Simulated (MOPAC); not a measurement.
A run for MOPAC: PM3 on SN, 2S+1 = 2, a spin state set in the input, which need not be the lowest, a point of a bond scan (R = 1.627 Å).

```
PM3 1SCF PRECISE CHARGE=0 UHF MS=0.5 THREADS=1
NS

N      0.00000000 1     0.00000000 1     0.00000000 1
S      0.00000000 1     0.00000000 1     1.62662000 1
```

Program output:

```
*******************************************************************************
 **                                                                           **
 **                              MOPAC v23.2.5                                **
 **                                                                           **
 *******************************************************************************
 ** MOPAC's Digital Object Identifier: https://doi.org/10.5281/zenodo.6511958 **
 **                                                                           **
 ** Please cite the open-source release paper for use of this MOPAC version:  **
 ** J. E. Moussa and J. J. P. Stewart (2026)                                  **
 ** MOPAC: An open-source semiempirical molecular orbital program             **
 ** J. Open Source Softw., 11(119), 8025, https://doi.org/10.21105/joss.08025 **
 *******************************************************************************

                              PM3 CALCULATION RESULTS

 *******************************************************************************
 *  PM3        - The PM3 Hamiltonian to be used
 *  UHF        - UNRESTRICTED HARTREE-FOCK CALCULATION
 *
 *
 *
 *                 CHARGE ON SYSTEM = 0
 *
 *
 *
 *  MS=        - IN MECI, MAGNETIC COMPONENT OF SPIN =  0.5
 *  PRECISE    - TIGHTER CRITERIA TO BE USED
 *  1SCF       - DO 1 SCF AND THEN STOP
 *  THREADS=1  - MULTI-THREADING NOT USED
 *  T=         - A TIME OF 172800.0 SECONDS REQUESTED
 *  DUMP=N     - RESTART FILE WRITTEN EVERY 7200.0 SECONDS REQUESTED
 *******************************************************************************
PM3 1SCF PRECISE CHARGE=0 UHF MS=0.5 THREADS=1
 NS

   ATOM   CHEMICAL          X               Y               Z
  NUMBER   SYMBOL      (ANGSTROMS)     (ANGSTROMS)     (ANGSTROMS)

     1       N          0.00000000  *   0.00000000  *   0.00000000  *
     2       S          0.00000000  *   0.00000000  *   1.62662000  *



          CARTESIAN COORDINATES

    NO.       ATOM           X           Y           Z

     1         N          0.0000      0.0000      0.0000
     2         S          0.0000      0.0000      1.6266

  N: (PM3): J. J. P. STEWART, J. COMP. CHEM. 10, 209 (1989).
  S: (PM3): J. J. P. STEWART, J. COMP. CHEM. 10, 209 (1989).

           Empirical Formula: N S  =     2 atoms



      MOLECULAR POINT GROUP   :   C*v


          UHF CALCULATION, NO. OF ALPHA ELECTRONS =    6
                           NO. OF BETA  ELECTRONS =    5

 -------------------------------------------------------------------------------
 PM3 1SCF PRECISE CHARGE=0 UHF MS=0.5 THREADS=1
 NS



     1SCF WAS SPECIFIED, SO BFGS WAS NOT USED
     SCF FIELD WAS ACHIEVED


                              PM3 CALCULATION
                                                       MOPAC v23.2.5 Linux




          FINAL HEAT OF FORMATION =         69.82499 KCAL/MOL =     292.14778 KJ/MOL


          COSMO AREA              =         71.10 SQUARE ANGSTROMS
          COSMO VOLUME            =         54.25 CUBIC ANGSTROMS

          IONIZATION POTENTIAL    =         10.235991 EV
          ALPHA SOMO LUMO (EV)    =        -10.236 -1.577
          BETA  SOMO LUMO (EV)    =        -11.581 -2.285
          NO. OF ALPHA ELECTRONS  =          6
          NO. OF BETA  ELECTRONS  =          5
          MOLECULAR WEIGHT        =         46.0667         POINT GROUP:  C*v

          MOLECULAR DIMENSIONS (Angstroms)

            Atom       Atom       Distance
            S     2    N     1     1.62662
            S     2    N     1     0.00000
            N     1    S     2     0.00000


          SCF CALCULATIONS        =          1





   ATOM   CHEMICAL          X               Y               Z
  NUMBER   SYMBOL      (ANGSTROMS)     (ANGSTROMS)     (ANGSTROMS)

     1       N          0.00000000  *   0.00000000  *   0.00000000  *
     2       S          0.00000000  *   0.00000000  *   1.62662000  *

                             CARTESIAN COORDINATES

   1    N        0.000000000     0.000000000     0.000000000
   2    S        0.000000000     0.000000000     1.626620000


           Empirical Formula: N S  =     2 atoms



      MOLECULAR POINT GROUP   :   C*v


          ALPHA EIGENVALUES
 -29.24549 -18.92737 -14.11187 -13.15209 -12.43649 -10.23599  -1.57706   0.20168


           BETA EIGENVALUES
 -27.50073 -16.74476 -12.48024 -12.25004 -11.58143  -2.28450  -1.49308   0.97118


              NET ATOMIC CHARGES AND DIPOLE CONTRIBUTIONS

  ATOM NO.   TYPE          CHARGE      No. of ELECS.   s-Pop       p-Pop
    1          N          -0.235967        5.2360     1.85514     3.38083
    2          S           0.235967        5.7640     1.94218     3.82185
 DIPOLE           X         Y         Z       TOTAL
 POINT-CHG.     0.000     0.000     1.844     1.844
 HYBRID        -0.000     0.000    -0.171     0.171
 SUM           -0.000     0.000     1.673     1.673


          ATOMIC ORBITAL ELECTRON POPULATIONS

     Atom    s        px        py        pz
    1  N   1.85514   1.45926   0.77066   1.15091
    2  S   1.94218   1.54074   1.22934   1.05177


                    (SZ)    =    0.500000
                    (S**2)  =    1.000103


          ATOMIC ORBITAL SPIN POPULATIONS

    Atom   Total    s     px     py     pz
         Atomic
    1  N -0.0099  0.023  0.541 -0.471 -0.102
    2  S  1.0099  0.012  0.459  0.471  0.068

 **********************
 *                    *
 * JOB ENDED NORMALLY *
 *                    *
 **********************




 == MOPAC DONE ==
```

The run finished. Its determinant has ⟨S²⟩ = 1.00, a mixture of spin states.

Cost: about 0.020 core-seconds (a rough figure).
